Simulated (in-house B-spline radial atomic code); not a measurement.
The germanium ion Ge⁵⁺: [Ne] 3s2 3p5 3d9 4s1 (an excited or competing configuration)

Method: non-relativistic HSE06, spin-polarised, spherical fractional occupations, exact exchange averaged over the configuration, point nucleus. Calculated with a radial B-spline atomic code at the basis-set limit.

Z_r = [3n² - l(l+1)]/(2<r>); Z_e = n√(-2ε); the last column is Slater's effective charge. Values are occupation-weighted means over spin.

```csv
shell,electrons,ε (eV),<r> (bohr),Z_r,Z_e,Slater
1s,2,-10957,0.04784,31.35,28.38,31.70
2s,2,-1452.4,0.2135,28.10,20.66,27.85
2p,6,-1302.3,0.1851,27.01,19.57,27.85
3s,2,-258.64,0.6223,21.69,13.08,21.10
3p,5,-208.92,0.6327,19.76,11.76,21.10
3d,9,-120.39,0.6582,15.95,8.92,12.20
4s,1,-73.275,1.626,14.76,9.28,8.40
```

The least bound orbital is 4s up at -73.27 eV, and it is also the most diffuse (<r> = 1.626 bohr).
